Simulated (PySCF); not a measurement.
# A small calculation by hand: oscillator strength and radiative lifetime

B(H)(F)(NMe2) (C2H7BFN), SMILES CN(C)BF.

Geometry: B3LYP-D3(BJ)/def2-SVP. The structure was generated by enumeration, and PubChem lists no compound with its InChIKey, so it may never have been made. The values are those of a single conformer.

PySCF with TDA-PBE/def2-SVPD puts the first singlet state with f over 0.02 at 6.94 eV (vertical), with the transition dipole (0.707, -1.106, 0.000) in atomic units.

Find the oscillator strength, the wavelength and the radiative lifetime that this transition would have in vacuum if emission retraced absorption.


|μ|² = 1.7231 au, so |μ| = 3.34 D. ΔE = 6.94/27.211 = 0.2550 hartree. f = (2/3) ΔE |μ|² = 0.293 (the program prints 0.293).
λ = 1239.84/6.94 = 179 nm; ν = 55975 cm⁻¹.
Einstein's coefficient A = 0.6670 ν² f s⁻¹ (ν in cm⁻¹) = 6.1e8 s⁻¹, so τ = 1/A = 1.6 ns. This state is S3; the lower singlets have f = 0.010, 0.007. The figure is the radiative limit of this one transition; relaxation, internal conversion, crossing to triplets and a medium change what is measured.
